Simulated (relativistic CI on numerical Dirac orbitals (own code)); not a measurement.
# Slater and spin-orbit integrals, Pr LVIII

Calculated at this level of theory: Dirac-Coulomb-Breit CI, separate exchange-only KLI orbitals for each configuration, QED by a radiative potential, unscaled Slater integrals (own radial code, finite nucleus).

Slater integrals F^k, G^k are unscaled and averaged over j, outside the closed core (none); ζ comes from projecting the Hamiltonian with its Breit term on Σ l·s of the shell.

- 1s 2s: G^0(1s,2s) = 337390 cm⁻¹; <r>(1s) = 0.02381, <r^2>(1s) = 0.0007696, <r>(2s) = 0.09568, <r^2>(2s) = 0.0108 (bohr units).
- 1s 2p: G^1(1s,2p) = 629320, ζ(2p) = 3.1377e+06 cm⁻¹; <r>(1s) = 0.02381, <r^2>(1s) = 0.0007696, <r>(2p) = 0.08255, <r^2>(2p) = 0.008251 (bohr units).
- 1s 3s: G^0(1s,3s) = 87936 cm⁻¹; <r>(1s) = 0.02379, <r^2>(1s) = 0.0007683, <r>(3s) = 0.2196, <r^2>(3s) = 0.05504 (bohr units).

Averages of the first 10 configurations, taken without configuration mixing, which lowers the lowest level and can move excited configurations by several eV; other configurations of the list can lie among them:

```tsv
Configuration	Parity	States	Average energy above the lowest level (eV)
1s2	even	1	0.2
1s 2s	even	4	36327.7
1s 2p	odd	12	36782.1
1s 3s	even	4	43208.3
1s 3p	odd	12	43341.9
1s 3d	even	20	43436.7
1s 4s	even	4	45584.5
1s 4p	odd	12	45640.4
1s 4d	even	20	45680.4
1s 4f	odd	28	45695.5
```
